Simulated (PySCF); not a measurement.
A calculated (M06-2X, PySCF 2.14, aug-cc-pVDZ, no relativity, point nucleus) atom or ion has these occupied shells.

| shell | electrons | orbital energy (eV) | rms radius, mean of both spins (bohr) |
| --- | --- | --- | --- |
| 1s α | 1 | -711.26 | 0.204 |
| 1s β | 1 | -709.74 | 0.204 |
| 2s α | 1 | -56.431 | 1.07 |
| 2s β | 1 | -50.337 | 1.07 |
| 2p α | 3 | -35.326 | 1.11 |
| 2p β | 1 | -31.343 | 1.11 |

Q: Name the element and its charge.

A: F⁺ (fluorine, charge +1), in [He] 2s2 2p4, high-spin 3P determinant.
